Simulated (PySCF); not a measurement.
This script is equivalent to a calculation on Mg⁺ (magnesium, charge +1).

```python
from pyscf import gto, scf, dft, mp, cc
import basis_set_exchange as bse
mol = gto.M(atom="Mg 0 0 0", charge=1, spin=1, symmetry="D2h",
            basis=gto.basis.parse(bse.get_basis("Sapporo-DZP-2012", elements=["Mg"], fmt="nwchem", header=False)),
            nucmod="G")
mf = dft.UKS(mol, xc="PBE").sfx2c1e()
mf.irrep_nelec = {'Ag': (3, 2), 'B1u': (1, 1), 'B2u': (1, 1), 'B3u': (1, 1)}
mf.kernel()
```

Q: What total energy does it give?

A: -199.930 hartree (calculated).

Q: Which occupied shell lies highest, and where?

A: 3s α, at -11.937 eV.

Q: What is ⟨S²⟩, and what would a pure spin state give?

A: 0.750, against 0.75.
